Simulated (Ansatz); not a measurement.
Bond stretch in BN, triplet.

Calculation: Ansatz (an electronic-structure program) with full CI/def2-SVP, frozen core.

### Question
Relative to R = 1.32 Å, what are the energies at R = 1.12, 1.40, 1.44, 1.53 Å?

### Answer
74.1 mEh at 1.12 Å, 2.9 mEh at 1.40 Å, 7.9 mEh at 1.44 Å, 23.6 mEh at 1.53 Å.

The scan ran from 1.05 to 5.31 Å; beyond the distances shown full CI changes its symmetry label.
